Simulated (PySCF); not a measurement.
## Correlation energy of Mo⁺ (molybdenum, charge +1)

[Kr] 4d4 5p1, one real determinant (an excited configuration). Calculation: PySCF 2.14, in def2-QZVPPD with the def2 core potential (28 electrons); a scalar-relativistic core potential. Frozen: nothing; 13 electrons correlated.

```csv
level,correlation energy (mhartree)
CCSD,-360.79
(T),-9.89
CCSD(T),-370.68
```

Diagnostics: T1 = 0.0097, D1 = 0.0463, largest double amplitude 0.033.

The real determinant used has ⟨L²⟩ near 8 against 12 for a pure F term, so it mixes terms.

Cost of the coupled-cluster step: about 30 core-seconds, for 13 correlated electrons.

The reference is one real determinant that mixes LS terms of this configuration.

The basis has no tight functions for the innermost shells, so their pair energies are far from complete.

This basis was not built for core-valence correlation, so the inner-shell part is incomplete.
